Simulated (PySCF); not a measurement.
PySCF input:

```python
from pyscf import gto, scf, dft

mol = gto.M(
    atom='''
    F    -1.05857075   -0.21560565    0.02076994
    C     0.00212202    0.41286249   -0.01271567
    F     1.05629413   -0.22733482   -0.00712790
    H     0.00775742    1.50928936   -0.04648432
    ''',
    basis='def2-tzvpd',
    charge=1,
    spin=0,
    verbose=4,
)

mf = dft.RKS(mol, xc='m06l').density_fit(auxbasis='def2-universal-jkfit')
mf.grids.level = 4
mf.conv_tol = 1e-9
mf.max_cycle = 100
mf.max_memory = 1500
mf.kernel()
if not mf.converged:
    mf = mf.newton()
    mf.kernel(mf.make_rdm1())
mf.analyze()
```

Problem. Which total energy does the run end on?

Solution. -238.07322 Eh (M06-L/def2-TZVPD).
